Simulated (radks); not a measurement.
Problem. Successive ionisation energies (eV) of one element, from differences of total energies of ions in their ground configurations, starting at charge 31: 1828.8, 1897.3, 2065.5, 2129.7, 5069.6, 5262.5. All-electron calculation, Dirac Kohn-Sham, PBEsol, spin-unpolarised, spherical densities, finite nucleus; open shells are shared between the two j in proportion to 2j + 1; Fermi nuclear charge, rms radius 4.4945 fm. Program: a radial shooting solver on a logarithmic mesh with Libxc functionals. Which element is it?

Solution. Rhodium (Z = 45). The first species listed is Rh31+ in [Ne] 3s2 3p2, the last Rh36+ in [He] 2s2 2p5.
